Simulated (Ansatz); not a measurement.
C₂H₇SSb, SMILES `[CH3][Sb]([CH3])[SH]`. Total charge 0; spin multiplicity 1. Sb takes the def2 core potential. Geometry: relaxed with PBE0-D4/def2-TZVP. It is one conformer, not always the lowest.

```xyz
11

C     1.240    0.434    1.066
Sb   -0.122    0.978   -0.510
C    -0.179   -1.003   -1.351
S    -2.128    0.699    0.838
H     2.229    0.255    0.639
H     0.889   -0.469    1.565
H     1.301    1.248    1.787
H    -0.361   -1.735   -0.564
H    -0.977   -1.058   -2.091
H     0.776   -1.215   -1.834
H    -2.669    1.865    0.454
```

What is the dipole moment at PBE/def2-TZVPP? (An estimate is asked.)

Ansatz gave: 1.64 D, with components (1.37, 0.13, -0.89) D in this frame, pointing from negative to positive charge.

And with r2SCAN, B3LYP, ωB97M-V? (An estimate is asked.)

Computed: r2SCAN 1.70 D, B3LYP 1.72 D, ωB97M-V 1.74 D.

Give the Mulliken charges with PBE, B3LYP, ωB97M-V in def2-TZVPP. (Best estimate.)

Ansatz gave: 
```
atom    PBE  B3LYP  ωB97M-V
  C1  -0.51  -0.54    -0.57
 Sb2   0.55   0.62     0.52
  C3  -0.51  -0.54    -0.57
  S4  -0.38  -0.39    -0.36
  H5   0.12   0.12     0.14
  H6   0.12   0.12     0.14
  H7   0.13   0.13     0.15
  H8   0.12   0.12     0.14
  H9   0.13   0.13     0.15
 H10   0.12   0.12     0.14
 H11   0.12   0.11     0.12
```

B3LYP here is the variant with VWN-RPA as its local correlation; programs differ in this.
